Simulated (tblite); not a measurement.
C7H10PSi (charge -1).
Cartesian coordinates in Å at the GFN2-xTB level; atoms count from 1:
```xyz
19
C7H10PSi angstrom
C      3.230   -0.096   -1.905
C      2.377   -0.996   -1.405
C      1.167   -0.735   -0.684
C      0.623    0.506   -0.375
C     -0.580    0.442    0.340
Si    -1.536    1.924    0.886
C     -0.968   -0.887    0.586
C     -2.217   -1.251    1.329
P      0.147   -2.051   -0.064
H      4.120   -0.390   -2.442
H      3.072    0.965   -1.801
H      2.602   -2.051   -1.546
H      1.082    1.442   -0.660
H     -0.891    3.177    0.455
H     -1.696    2.045    2.354
H     -2.920    1.989    0.360
H     -3.101   -0.853    0.823
H     -2.204   -0.836    2.341
H     -2.318   -2.334    1.402
```

Calculated harmonic vibrations of the isolated species, GFN2-xTB (tblite), most abundant isotopes, no scaling. Against measured fundamentals such values can be off by several per cent, at times by over 20. Modes of hydrogen on silicon can be 10 to 20 % off. One conformer, not necessarily the lowest.

Harmonic wavenumbers (cm⁻¹): 76.6, 90.6, 119.9, 130.0, 136.8, 167.3, 200.8, 290.8, 320.7, 393.3, 418.8, 422.8, 501.8, 505.9, 539.8, 563.9, 650.1, 713.5, 757.3, 770.2, 784.6, 819.5, 824.9, 845.9, 880.5, 996.0, 1022.2, 1022.8, 1049.2, 1131.9, 1181.9, 1213.4, 1307.9, 1379.7, 1382.1, 1392.9, 1431.8, 1468.0, 1496.5, 1504.2, 1639.0, 2060.3, 2086.7, 2144.8, 2923.0, 2944.9, 2987.5, 2999.3, 3029.0, 3054.1, 3095.4.

A = 1855, B = 828.4, C = 578.3 MHz; mass 153.029 u (most abundant isotopes); point group Cs, symmetry number 1.

**Question.** What is the zero-point energy?

**Answer.** Half the sum of the wavenumbers: 29935 cm⁻¹ = 358.11 kJ/mol.

**Question.** Give the ideal-gas entropy at 298.15 K and 1 bar in the rigid-rotor, harmonic-oscillator model (classical rotation).

**Answer.** Translation 171.60, rotation 126.65, vibration 132.73: S = 431.0 J/(mol K).

**Question.** And Cp and H(298.15 K) − H(0)?

**Answer.** Cp = 179.51 J/(mol K), of which vibrations give 146.26 (their classical limit is 51 R = 424.0); H(298.15 K) − H(0) = 31.75 kJ/mol without the zero-point energy, 21.83 from vibrations.

**Question.** How do the functions run with temperature in this model?

**Answer.** 
| T (K) | S (J/(mol K)) | Cp (J/(mol K)) | H − H(0) (kJ/mol) | G − H(0) (kJ/mol) | ln q(vib) |
| --- | --- | --- | --- | --- | --- |
| 100 | 295.8 | 84.1 | 5.53 | -24.05 | 1.42 |
| 200 | 369.1 | 132.9 | 16.39 | -57.43 | 4.26 |
| 300 | 432.1 | 180.4 | 32.08 | -97.55 | 7.21 |
| 500 | 543.4 | 257.2 | 76.31 | -195.38 | 13.06 |
| 800 | 681.3 | 328.5 | 165.18 | -379.86 | 21.29 |
| 1000 | 758.0 | 358.5 | 234.05 | -523.96 | 26.31 |

q(vib) and H(0) count from the zero-point level.

**Question.** Blend soft modes into free rotors: weight 1/[1 + (100 cm⁻¹/ν̃)⁴] for the oscillator and the rest for a rotor with moment μB/(μ + B), μ = h/(8π²ν), B = 10⁻⁴⁴ kg m². What vibrational entropy results?

**Answer.** 127.10 J/(mol K) in place of 132.73, which changes −T·S at 298.15 K by +1.68 kJ/mol.

**Question.** What must be added to the electronic energy to get the Gibbs energy at 298.15 K and 1 bar?

**Answer.** ZPE + [H(298.15 K) − H(0)] − T·S = 358.11 + 31.75 − 128.50 = 261.36 kJ/mol.

Hindered rotation and anharmonicity are outside this model. Other conformers, if any are populated, would add a mixing term that is left out.

The run took 0.75 s of wall time on one thread, Arm Neoverse V2 (aarch64), shared host with 192 logical CPUs at a one-minute load of 54. This covers the Hessian and the dipole derivatives.
